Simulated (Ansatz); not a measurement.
Cost and result for the atomization energy of CH$_{5}$FO$_{2}$Si (`OCO[SiH2]F`) (10 atoms, 9 bonds).

```xyz
10

O    -0.220   -1.633    0.550
C     0.842   -0.737    0.567
O     0.695    0.300   -0.371
Si   -0.648    1.203   -0.588
F    -1.087    1.872    0.793
H    -0.188   -2.138   -0.269
H     0.872   -0.324    1.578
H     1.795   -1.225    0.337
H    -0.259    2.270   -1.530
H    -1.802    0.413   -1.068
```

The species carries charge 0 and has multiplicity 1. The geometry is a stationary point of PBE0-D4/def2-TZVP. It is one conformer, not always the lowest. Program: Ansatz. All runs use 4 threads of an Arm Neoverse V1 on a shared host. Times are those of one run each, without the atoms' runs, and a repeat can differ threefold. Electronic energies, without spin–orbit coupling; frozen cores. CCSD(T)/CBS adds CCSD(T) − MP2 in def2-TZVPP to the MP2 limit, and its time is that of the two runs behind it. T1 = 0.012. B3LYP takes the VWN-RPA correlation (the form of Gaussian; ORCA's B3LYP/G).

CCSD(T)/CBS is a level of theory with its own doubt, some kJ/mol a heavy atom from the limit and from the frozen cores, so smaller differences don't rank the functionals.

| level | functions | wall time |
| --- | --- | --- |
| PBE-D4/def2-TZVPP (with forces) | 236 | 2 s |
| PBE0-D4/def2-TZVPP | 236 | 2.2 s |
| B3LYP-D4/def2-TZVPP (with forces) | 236 | 3.3 s |
| r2SCAN-D4/def2-TZVPP (with forces) | 236 | 3.8 s |
| B2PLYP/def2-TZVPP | 236 | 3.9 s |
| ωB97X-V/def2-TZVPP | 236 | 6.5 s |
| ωB97M-V/def2-TZVPP (with forces) | 236 | 8.5 s |
| MP2/def2-QZVPP | 448 | 16 s |
| CCSD(T)/def2-TZVPP | 236 | 120 s |
| CCSD(T)/CBS(def2) | – | 2.2 min |

Question: What atomization energy does each give, and how far from CCSD(T)/CBS? (An estimate is asked.)

Answer: The calculation gave: 
| level | atomization (kJ/mol) | difference from CCSD(T)/CBS | per bond |
| --- | --- | --- | --- |
| PBE-D4/def2-TZVPP (with forces) | 3869.3 | 34.7 | 3.9 |
| PBE0-D4/def2-TZVPP | 3780.4 | -54.2 | -6.0 |
| B3LYP-D4/def2-TZVPP (with forces) | 3800.3 | -34.3 | -3.8 |
| r2SCAN-D4/def2-TZVPP (with forces) | 3817.9 | -16.7 | -1.9 |
| B2PLYP/def2-TZVPP | 3775.9 | -58.7 | -6.5 |
| ωB97X-V/def2-TZVPP | 3827.4 | -7.2 | -0.8 |
| ωB97M-V/def2-TZVPP (with forces) | 3826.7 | -7.9 | -0.9 |
| MP2/def2-QZVPP | 3884.2 | 49.6 | 5.5 |
| CCSD(T)/def2-TZVPP | 3723.0 | -111.6 | -12.4 |
| CCSD(T)/CBS(def2) | 3834.6 | 0.0 | 0.0 |

From PBE to PBE0 (25 % exact exchange), in def2-TZVPP and without D4, the atomization energy moves by −86.2 kJ/mol: exact exchange takes away binding that semilocal exchange gives to molecules. In def2-TZVPP, CCSD(T) changes the Hartree–Fock value by +988.7 kJ/mol (the triples alone add +56.1 kJ/mol) and MP2 by +1082.5 kJ/mol; breaking electron pairs costs correlation energy, which Hartree–Fock lacks. The D4 term adds +27.6 kJ/mol with B3LYP and +14.4 kJ/mol with PBE0; it sums over pairs of atoms, weighted by their polarisabilities, and B3LYP, whose exchange is more repulsive, gets the larger term.
